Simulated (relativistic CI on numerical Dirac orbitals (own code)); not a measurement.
d9 in a ligand field

Computed with a parametric ligand-field model of a d^n configuration (Racah B and C, spin-orbit zeta, crystal field), exact diagonalisation.

Field parameters in Wybourne normalisation: Oh B⁴₀ = 21Dq, B⁴₄ = √(5/14) B⁴₀. The field is a parameter set, without covalency.

Ground term and bands for B = 360, C = 1260, ζ = 0 cm⁻¹, Oh, 10Dq = 30800 cm⁻¹?

Ground term 2E with 3.00 electrons in the two orbitals of the cubic e set. Spin-allowed: 2T2 30800 cm⁻¹ (325 nm). Lowest spin-forbidden: none.

Ground term and bands for B = 700, C = 2810, ζ = 0 cm⁻¹, Oh, 10Dq = 34200 cm⁻¹?

Ground term 2E with 3.00 electrons in the two orbitals of the cubic e set. Spin-allowed: 2T2 34200 cm⁻¹ (292 nm). Lowest spin-forbidden: none.

Ground term and bands for B = 540, C = 2730, ζ = 0 cm⁻¹, Oh, 10Dq = 26800 cm⁻¹?

Ground term 2E with 3.00 electrons in the two orbitals of the cubic e set. Spin-allowed: 2T2 26800 cm⁻¹ (373 nm). Lowest spin-forbidden: none.

Ground term and bands for B = 370, C = 1870, ζ = 0 cm⁻¹, Oh, 10Dq = 36000 cm⁻¹?

Ground term 2E with 3.00 electrons in the two orbitals of the cubic e set. Spin-allowed: 2T2 36000 cm⁻¹ (278 nm). Lowest spin-forbidden: none.

Ground term and bands for B = 620, C = 2350, ζ = 0 cm⁻¹, Oh, 10Dq = 10400 cm⁻¹?

Ground term 2E with 3.00 electrons in the two orbitals of the cubic e set. Spin-allowed: 2T2 10400 cm⁻¹ (962 nm). Lowest spin-forbidden: none.
